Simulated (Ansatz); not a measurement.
Basis-set extrapolation for C₆H₁₀O₂ (`CC(=O)C(C)C(C)=O`) (PBE0-D4/def2-TZVP geometry, frozen core, the Gaussian-basis code of Ansatz). Multiplicity 1, RHF reference.

|  | def2-TZVPP | def2-QZVPP |
| --- | --- | --- |
| HF | -382.912585 | -382.929896 |
| MP2 correlation | -1.460640 | -1.560828 |
| CCSD(T) correlation | -1.574642 | not run |

Energies in hartree. Use E(X) = E(∞) + A·exp(−7.88·√X) for Hartree–Fock and E(X) = E(∞) + B·X^(−2.97) for correlation, with X = 3 and 4, and add CCSD(T) minus MP2 of the smaller set to the MP2 limit.

Task: What is the CCSD(T) energy at the basis-set limit?

Result: HF limit: -382.929896 + (-0.017311) × 0.13774 = -382.93228. MP2 limit: -1.560828 + (-0.100188) × 0.74074 = -1.63504. Higher-order term: -1.574642 − (-1.460640) = -0.11400. Total: -384.68132 hartree, 121.8 kcal/mol below CCSD(T)/def2-TZVPP.
